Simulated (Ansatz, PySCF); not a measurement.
Here is a job for PySCF.
```python
from pyscf import gto, scf, dft

mol = gto.Mole()
mol.atom = '''
    Sb   -0.00200000    0.01770000    1.22880000
    C     0.18730000   -1.81640000    0.08130000
    H     0.84370000   -2.51580000    0.59200000
    H     0.59880000   -1.58780000   -0.89860000
    H    -0.79230000   -2.27250000   -0.03440000
    C     1.46900000    1.08240000    0.04220000
    H     2.46560000    0.71800000    0.26500000
    H     1.42780000    2.14210000    0.26600000
    H     1.25900000    0.93180000   -1.01090000
    C    -1.65400000    0.73500000    0.01980000
    H    -2.56070000    0.20220000    0.28500000
    H    -1.43260000    0.56960000   -1.02890000
    H    -1.80950000    1.79370000    0.19270000
'''
mol.basis = 'sto-3g'
mol.charge = -1
mol.spin = 1
mol.verbose = 4
mol.build()

mf = dft.UKS(mol)
mf.xc = 'wb97x'
mf.grids.atom_grid = (99, 590)
mf.grids.prune = None
mf.kernel()
```

Q: Write the same job for Ansatz (a program for electronic structure).

A: This is not unique; one that fits is 
Ansatz 0.2 input:
```yaml
crystal:
  periodic: [false, false, false]
  atoms:
    - {symbol: Sb, position_ang: [-0.00200000, 0.01770000, 1.22880000]}
    - {symbol: C, position_ang: [0.18730000, -1.81640000, 0.08130000]}
    - {symbol: H, position_ang: [0.84370000, -2.51580000, 0.59200000]}
    - {symbol: H, position_ang: [0.59880000, -1.58780000, -0.89860000]}
    - {symbol: H, position_ang: [-0.79230000, -2.27250000, -0.03440000]}
    - {symbol: C, position_ang: [1.46900000, 1.08240000, 0.04220000]}
    - {symbol: H, position_ang: [2.46560000, 0.71800000, 0.26500000]}
    - {symbol: H, position_ang: [1.42780000, 2.14210000, 0.26600000]}
    - {symbol: H, position_ang: [1.25900000, 0.93180000, -1.01090000]}
    - {symbol: C, position_ang: [-1.65400000, 0.73500000, 0.01980000]}
    - {symbol: H, position_ang: [-2.56070000, 0.20220000, 0.28500000]}
    - {symbol: H, position_ang: [-1.43260000, 0.56960000, -1.02890000]}
    - {symbol: H, position_ang: [-1.80950000, 1.79370000, 0.19270000]}
basis:
  gaussian:
    orbitals: STO-3G
hamiltonian:
  xc: {name: wB97X}
total_charge: -1
magnetization: {spin_polarized: true, initial_magnetization: 1}
accuracy: high
```

Both were run: PySCF gave -6371.670700 Eh and Ansatz -6371.671093 Eh, 0.393 mEh apart.
